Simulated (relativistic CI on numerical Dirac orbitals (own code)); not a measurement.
Mn¹⁴⁺: what numerical and physical settings do to a radial Dirac CI calculation

Reference input:

```
atom Mn  Z=25  charge=14  electrons=11
nucleus A=55  rms_radius_fm=3.7057
hamiltonian dirac-coulomb  breit=on  qed=on  c_scale=1
orbitals kli  potential=per-configuration
slater_scale 1
correlation none
mixing on
grid step=0.0125 r_max=6.9
scf mixing=0.4 start=green max_iterations=150 tolerance=2e-08 node_fill=0.05
configurations
  [Ne] 3s
end
```

Computed lowest total energy -1069.17909 Ha, 9 SCF steps. Runs with settings changed; * marks those that are bad on purpose:

```
                                                    Changed    Outcome  Lowest level    ΔE (Ha)  First excitation (cm⁻¹)  SCF steps                                                Message
                                             SCF mixing 0.2  converged     3s 2S_1/2   5.72e-10                                  11                                                       
grid step 0.006, Slater scale 1.2, start potential previous  converged     3s 2S_1/2  -4.32e-05                                   9                                                       
                                   start potential previous  converged     3s 2S_1/2    9.6e-10                                   9                                                       
                                              QED terms off  converged     3s 2S_1/2     -0.273                                   9                                                       
                                                charge 16 *    refused                                                            0  configuration [Ne] 3s has 11 electrons, the ion has 9
                                           SCF mixing 1.8 *  converged     3s 2S_1/2   9.88e-10                                  10
```
